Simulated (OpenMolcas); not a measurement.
## Computed transition rates of neutral tin

| Property | Result |
| --- | --- |
| Program | OpenMolcas 26.06 |
| Method | SS-CASPT2, IPEA 0.25 Eh, imaginary shift 0.1 Eh (closed shells correlated: 4d) |
| Basis | ANO-RCC-VTZP [7s6p4d2f1g] |
| Scalar Hamiltonian | DKH2, point nucleus |
| Active space | 4 electrons in 4 orbitals (5s 5p) |
| State averaging | 2S+1 = 3 even, 3 roots; 2S+1 = 1 even, 6 roots; 2S+1 = 5 odd, 1 root; 2S+1 = 3 odd, 5 roots |
| Spin-orbit coupling | RASSI with atomic mean-field integrals over the reference wave functions, term energies averaged over their components |

Rates come from the transition moments of the reference wave functions (E1 and E2 in the length form). At fixed line strength A goes as λ^-3 for E1 and M1 and as λ^-5 for E2, so a rate at the computed wavelength can be rescaled to the measured one. Measured vacuum wavelengths follow from level energies in NIST Handbook of Basic Atomic Spectroscopic Data. Branching counts decays inside the model space alone, at computed energies, and the table is only a selection of the E2 and M1 lines, drawn from those between levels with measured partners whose computed energy lies within a factor of 1.5 of the measured one.

| Upper | Lower | Type | λ computed (nm) | λ measured (nm) | A computed (s-1) | A rescaled (s-1) | Branching % |
| --- | --- | --- | --- | --- | --- | --- | --- |
| 5s2 5p2 3P1 | 5s2 5p2 3P0 | M1 | 6934 | 5911 | 5.28e-02 | 8.52e-02 | 100.0 |
| 5s2 5p2 3P2 | 5s2 5p2 3P1 | M1 | 6296 | 5761 | 5.06e-02 | 6.60e-02 | 99.3 |
| 5s2 5p2 3P2 | 5s2 5p2 3P0 | E2 | 3300 | 2917 | 3.37e-04 | 6.24e-04 | 0.7 |
| 5s2 5p2 1D2 | 5s2 5p2 3P2 | M1 | 1833 | 1929 | 4.22e-01 |  | 55.7 |
| 5s2 5p2 1D2 | 5s2 5p2 3P2 | E2 | 1833 | 1929 | 6.33e-03 |  | 0.8 |
| 5s2 5p2 1D2 | 5s2 5p2 3P1 | M1 | 1420 | 1445 | 3.25e-01 |  | 42.9 |
| 5s2 5p2 1S0 | 5s2 5p2 1D2 | E2 | 1086 | 1170 | 1.75e+00 | 1.21e+00 | 20.7 |
| 5s2 5p2 1S0 | 5s2 5p2 3P2 | E2 | 681.9 | 728.1 | 6.60e-01 |  | 7.8 |
| 5s2 5p2 1S0 | 5s2 5p2 3P1 | M1 | 615.3 | 646.4 | 6.06e+00 |  | 71.5 |

Spin-changing lines and M1 lines between different terms are not rescaled, since their strength hangs on the term gaps too.

The largest correction is for 5s2 5p2 3P2 → 5s2 5p2 3P0 (E2): 3.37e-04 × (3300 / 2917)^5 = 6.24e-04 s-1, a factor of 1.85.

No measured rate stands beside these. Rescaling mends the energy factor alone: line strengths can still be far off where a level mixes with configurations outside the active space, and weak or spin-changing lines hang on small mixing coefficients that depend on the term gaps too, so rescaling need not improve them.

CASPT2 does not keep the components of a term degenerate, so their means are used; among the terms shown or strongly mixed into the levels shown the widest spread is 260 cm-1 (5s2 5p2 1D). Over all roots computed the reference weight is 0.86 to 0.93; the roots of lowest weight are the least certain, and an intruder state may touch them. Computed and measured levels are paired by configuration, term and J; levels that our copy of the source lacks, or whose pairing is in doubt (as where it misses far off the trend of its configuration), stay unpaired. Only configurations of the active space appear.
